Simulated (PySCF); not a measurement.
# Simulated absorption spectrum

Species: C7H7NO.
Numbering: `[CH2:1]=[N:2][c:3]1[cH:4][cH:5][c:6]([OH:7])[cH:8][cH:9]1` (hydrogens: H10, H11 on C1; H12 on C4; H13 on C5; H14 on O7; H15 on C8; H16 on C9)

Structure used (PBE0-D3(BJ)/def2-SVP), in Å, numbered top down from 1:
```xyz
16
C7H7NO angstrom
C      3.0614   -0.1421   -0.3526
N      2.2064    0.7919   -0.3244
C      0.8398    0.5092   -0.2129
C      0.2211   -0.6019   -0.8097
C     -1.1430   -0.8182   -0.6706
C     -1.9238    0.0679    0.0794
O     -3.2430   -0.1920    0.1908
C     -1.3203    1.1866    0.6643
C      0.0411    1.4111    0.5010
H      4.1233    0.1101   -0.4793
H      2.8078   -1.2145   -0.2440
H      0.8138   -1.2880   -1.4193
H     -1.6313   -1.6701   -1.1475
H     -3.6602    0.5014    0.7126
H     -1.9265    1.8933    1.2397
H      0.5179    2.2904    0.9384
```

The calculation used TDDFT wB97X-D/def2-SVPD, vertical, gas phase, core orbitals frozen in the response in PySCF.

Computed states:

```csv
state,E (eV),f
S1,4.31,0.107
S2,4.87,0.025
S3,5.41,0.218
S4,6.19,0.146
S5,6.25,0.022
S6,6.39,0.049
```

Each state is given a Gaussian of 0.5 eV full width at half maximum, with ε(max) = 2.175×10⁸ f / Δν̃ (Δν̃ the width in cm⁻¹). The width is an assumption, not a result. The curve ends short of the highest state used, and states not computed would add to its high-energy end.

(1) What does the envelope look like, and where are its maxima?

(2) On this curve, what absorbance would a 10⁻⁵ mol/L sample give at 280 nm over a 1 cm path?

(3) Coming from long wavelengths, where does ε first pass 100 L mol⁻¹ cm⁻¹?

Results:

(1) 
E (eV), ε (L mol⁻¹ cm⁻¹) and a bar:
```
     3.56         12 
     3.60         23 
     3.64         42 
     3.68         75 
     3.72        128 
     3.76        211 #
     3.80        336 #
     3.84        518 #
     3.88        769 ##
     3.92       1103 ###
     3.96       1526 ####
     4.00       2038 #####
     4.04       2628 #######
     4.08       3269 ########
     4.12       3926 ##########
     4.17       4697 ############
     4.21       5211 #############
     4.25       5583 ##############
     4.29       5778 ###############
     4.33       5779 ###############
     4.37       5593 ##############
     4.41       5244 #############
     4.45       4775 ############
     4.49       4239 ###########
     4.53       3689 #########
     4.57       3174 ########
     4.61       2729 #######
     4.65       2376 ######
     4.69       2121 #####
     4.73       1960 #####
     4.77       1883 #####
     4.82       1888 #####
     4.86       1969 #####
     4.90       2126 #####
     4.94       2375 ######
     4.98       2742 #######
     5.02       3257 ########
     5.06       3943 ##########
     5.10       4809 ############
     5.14       5843 ###############
     5.18       7004 ##################
     5.22       8223 #####################
     5.26       9408 ########################
     5.30      10452 ###########################
     5.34      11251 #############################
     5.38      11719 ##############################
     5.42      11800 ##############################
     5.47      11346 #############################
     5.51      10585 ###########################
     5.55       9554 ########################
     5.59       8362 #####################
     5.63       7128 ##################
     5.67       5967 ###############
     5.71       4980 #############
     5.75       4244 ###########
     5.79       3814 ##########
```

Maxima: 288 nm (4.31 eV), ε about 5800, made up of S1 (99%); 229 nm (5.41 eV), ε about 12000, made up of S3 (99%) (ε in L mol⁻¹ cm⁻¹; maxima over ε = 5, shares over 10%).

(2) 280 nm is 4.428 eV, where ε is about 5000 L mol⁻¹ cm⁻¹, so A = ε c l ≈ 0.05 (Beer–Lambert, with the gas-phase spectrum and the assumed width).

(3) At about 335 nm (3.70 eV), 0.60 eV below S1.

One conformer stands for the species.
